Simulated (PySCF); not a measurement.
SMILES F[Si](F)(CC)F, singlet, GFN2-xTB optimised geometry.

```
11

C     -1.76    -1.06     1.36
C     -0.23    -1.05     1.39
Si     0.54    -0.06     0.00
F      0.15    -0.55    -1.46
F      2.13    -0.06     0.00
F      0.15     1.48     0.00
H     -2.16    -1.64     2.19
H     -2.15    -0.04     1.45
H     -2.13    -1.48     0.43
H      0.10    -0.66     2.35
H      0.12    -2.08     1.35
```

Density from PBE0/def2-TZVP (PySCF) at that geometry.

Minimum of the electron density along straight lines between bonded atoms, close to the bond critical point (lines longer than 1.1 times the sum of covalent radii, or with two minima, are not listed):

```tsv
bond	length / Å	ρ at the minimum / e bohr⁻³	∇²ρ there / e bohr⁻⁵	position (fraction from the first atom)
C1–C2	1.533	0.237	-0.56	0.49
C2–Si3	1.877	0.130	0.11	0.61
Si3–F4	1.588	0.144	1.05	0.42
Si3–F5	1.588	0.144	1.04	0.42
Si3–F6	1.588	0.144	1.05	0.42
C1–H7	1.088	0.280	-0.97	0.64
C1–H8	1.087	0.281	-0.97	0.64
C1–H9	1.087	0.281	-0.97	0.64
C2–H10	1.092	0.274	-0.92	0.64
C2–H11	1.092	0.274	-0.92	0.64
```
